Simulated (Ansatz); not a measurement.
C$_{4}$H$_{7}$ (SMILES [CH]=C(C)C), doublet (typed; the unrestricted solution is spin-contaminated), at a GFN2-xTB geometry. Base run: MP2/3-21G run with Ansatz (an electronic-structure program).

Here is a job for Ansatz.
Ansatz 0.2 input:
```yaml
crystal:
  periodic: [false, false, false]
  atoms:
    - {symbol: C, position_ang: [-0.58325847, 1.37317295, 0.14611055]}
    - {symbol: C, position_ang: [-0.05942705, 0.19642832, 0.02072700]}
    - {symbol: C, position_ang: [1.42649184, -0.04454817, -0.01492354]}
    - {symbol: C, position_ang: [-0.88552327, -1.07657825, -0.10483693]}
    - {symbol: H, position_ang: [-1.54492306, 1.82535471, 0.19979221]}
    - {symbol: H, position_ang: [1.97117584, 0.89045585, 0.07775033]}
    - {symbol: H, position_ang: [1.71669202, -0.70533127, 0.80104646]}
    - {symbol: H, position_ang: [1.70400310, -0.52410187, -0.95283252]}
    - {symbol: H, position_ang: [-1.94895924, -0.85682787, -0.07443627]}
    - {symbol: H, position_ang: [-0.65020825, -1.56929464, -1.04663682]}
    - {symbol: H, position_ang: [-0.63747872, -1.75110392, 0.71285412]}
basis:
  gaussian:
    orbitals: 3-21G.json
magnetization: {spin_polarized: true, initial_magnetization: 1}
correlation: {method: mp2}
```
The basis file holds 3-21G in the JSON format of the Basis Set Exchange.

Each row names what was changed in the base input (with any setting that the change needs).

| change | basis functions | E (Eh) | MP2 correlation (Eh) |
|---|---|---|---|
| base | 50 | -154.93317 | -0.32788 |
| basis = 6-31G | 50 | -155.73392 | -0.32599 |
| basis = 6-31G* | 74 | -155.94394 | -0.47859 |
| basis = 6-31+G* | 90 | -155.95361 | -0.48431 |
| basis = 6-31G** | 95 | -156.00038 | -0.52340 |
| basis = def2-SVPD | 136 | -155.90011 | -0.54068 |
| basis = 6-311++G** | 137 | -156.05686 | -0.55023 |
| basis = 6-311+G(2d,p) | 150 | -156.08623 | -0.57435 |
| basis = aug-pcseg-1 | 155 | -155.97151 | -0.53910 |
| basis = def2-TZVP | 166 | -156.13970 | -0.61558 |
| basis = def2-TZVPD | 211 | -156.14386 | -0.61939 |
| basis = pcseg-2 | 218 | -156.14565 | -0.62897 |
| basis = pc-2 | 218 | -156.15010 | -0.62847 |

Totals compare only among sets that treat the same electrons; sets with core potentials leave the core out.
